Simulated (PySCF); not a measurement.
B3H5N3, SMILES N1[B]NBNB1, multiplicity 2.

Coordinates come from a PBE0-D3(BJ)/def2-SVP optimisation. The isomer is the one that the SMILES or the coordinates give; other isomers of the formula were not compared.

Two levels are set side by side: PBE/def2-TZVP (PySCF) and M06-2X/def2-TZVP (PySCF). Same geometry, gas phase. Differences are taken from unrounded values.

| quantity | M06-2X |
|---|---|
| α-spin orbital gap (eV) | 7.59 |
| β-spin orbital gap (eV) | 7.64 |
| dipole moment (D) | 0.62 |
| mean polarisability (bohr³) | 60.6 |

Problem. What does PBE give, and how far is it from M06-2X? (Estimate from the structure and the level; the computed values follow.)

Solution. 
| quantity | PBE | PBE minus M06-2X |
|---|---|---|
| α-spin orbital gap (eV) | 3.52 | -4.07 |
| β-spin orbital gap (eV) | 5.10 | -2.54 |
| dipole moment (D) | 0.64 | 0.02 |
| mean polarisability (bohr³) | 64.5 | 3.9 |

Loosely held outer electrons make PBE densities more polarisable. Differences between two approximate levels are no errors against the true value.

Rough cost on one machine, each run with all the roots and properties that it gave: M06-2X against PBE about 2 times.
